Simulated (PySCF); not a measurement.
Selenium: a sound run and one with changed settings

Sound run: Se [Ar] 3d10 4s2 4p4, Se⁺ [Ar] 3d10 4s2 4p3. Calculation: PySCF 2.14, in pcseg-2 (6s5p3d1f, 43 functions); the non-relativistic Hamiltonian (point nucleus). In the sound run the correlated levels freeze [Ar] 3d10. The sound run starts from symmetry-adapted Hartree-Fock orbitals and uses a fine grid where one is needed.

Changed run: all electrons correlated in a basis built for the valence shell.

```tsv
species	method	sound run (hartree)	changed run (hartree)	converged
Se	MP2	-2399.94380	-2400.05341	yes
Se⁺	MP2	-2399.60380	-2399.71154	yes
```

Ionisation energy of Se:

| method | sound run (eV) | changed run (eV) |
| --- | --- | --- |
| UHF | 8.595 | 8.595 |
| MP2 | 9.252 | 9.303 |
| SCS-MP2 | 9.315 | 9.347 |

A valence basis has no tight correlating functions, so it recovers only part of the core correlation, and not evenly between atom and ion.

For comparison, NIST gives 9.752 eV between the lowest levels.
